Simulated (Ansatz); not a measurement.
Ideal-gas functions of B₂FH₂NO (`OB1NB1F`) at 400 K and 1 bar, from an Ansatz frequency run at PBE0-D4/def2-TZVP.

Molar mass 72.64 g/mol, point group Cs (symmetry number 1), electronic degeneracy 1, moments of inertia 26.055, 174.675, 200.73 u Å². Harmonic wavenumbers (cm⁻¹, unscaled): 245, 271, 483, 523, 562, 632, 729, 820, 995, 1027, 1266, 1424, 1685, 3559, 3904.

Use S(trans) = R[1.5 ln M + 2.5 ln T − 1.1517]; rotational temperatures θ = 24.2544 K / I; S(rot) = R[ln(√π/σ · √(T³/θAθBθC)) + 1.5]; for each mode x = 1.438777 ν̃/T, S = R[x/(eˣ − 1) − ln(1 − e⁻ˣ)] and H = RT x/(eˣ − 1); 1 cm⁻¹ = 0.0119627 kJ/mol; R = 8.31446 J/(mol·K).

Question: By hand: the entropy, in J/(mol·K).

Answer: Translation 168.4. Rotation: θ = 0.9309, 0.1389, 0.1208 K, giving 109.2. Vibration, mode by mode: 9.63, 8.85, 4.69, 4.19, 3.75, 3.07, 2.33, 1.80, 1.09, 0.99, 0.49, 0.31, 0.14, 0.00, 0.00, in all 41.3. Electronic 0.0. Sum 318.9 J/(mol·K).

Question: By hand: H − E and G − E in kJ/mol, counted from the electronic energy.

Answer: Zero-point energy ½ × 18125 × 0.0119627 = 108.4; thermal vibration 10.5; translation, rotation and pV give 4 RT = 13.3. H − E = 132.2 kJ/mol, and G − E = 132.2 − 400 × 318.9/1000 = 4.6 kJ/mol.

Vibration gives 13 % of the entropy. The sum counts one conformer and one mirror image; others add a mixing term.
